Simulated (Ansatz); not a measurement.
C2H8BBrGaN (`C[N](C)[GaH][BH]Br`), relaxed with RKS PBE0-D4/def2-TZVP in Ansatz from a GFN2-xTB geometry. The force threshold is 0.005 eV/Å; the program also tests the step.

Total charge 0; spin multiplicity 1.

Start:

```xyz
14

C     1.010   -1.566   -0.738
N     0.227   -0.393   -0.413
C    -0.364    0.229   -1.580
Ga   -0.013    0.253    1.298
B    -1.083    1.905    1.935
Br   -0.872    1.893    3.785
H     1.842   -1.317   -1.410
H     0.395   -2.332   -1.228
H     1.416   -1.979    0.189
H    -0.930    1.113   -1.263
H    -1.048   -0.458   -2.095
H     0.404    0.542   -2.297
H     0.749   -0.650    2.353
H    -1.734    2.758    1.464
```

```tsv
step	energy (eV)	largest force (eV/Å)	largest move (Å)
1	-126776.6869	1.015	0.000
2	-126776.8090	0.306	0.192
3	-126776.8418	0.184	0.116
4	-126776.8585	0.324	0.156
5	-126776.8605	0.302	0.012
6	-126776.8722	0.188	0.133
7	-126776.8737	0.062	0.072
8	-126776.8742	0.131	0.033
9	-126776.8757	0.012	0.024
10	-126776.8757	0.005	0.001
```

End:

```xyz
14

C     0.994   -1.555   -0.787
N     0.244   -0.411   -0.337
C    -0.388    0.296   -1.421
Ga    0.119    0.079    1.421
B    -1.014    1.779    1.870
Br   -1.173    2.349    3.681
H     1.790   -1.264   -1.489
H     0.351   -2.277   -1.311
H     1.459   -2.067    0.058
H    -0.947    1.157   -1.051
H    -1.087   -0.351   -1.970
H     0.351    0.660   -2.150
H     0.903   -0.869    2.391
H    -1.602    2.473    1.096
```

It took 45 s on 2 threads of an AMD EPYC 7R13 on a shared host and a share of an NVIDIA H100 80 GB, with 0.98 GiB of host memory at the peak.
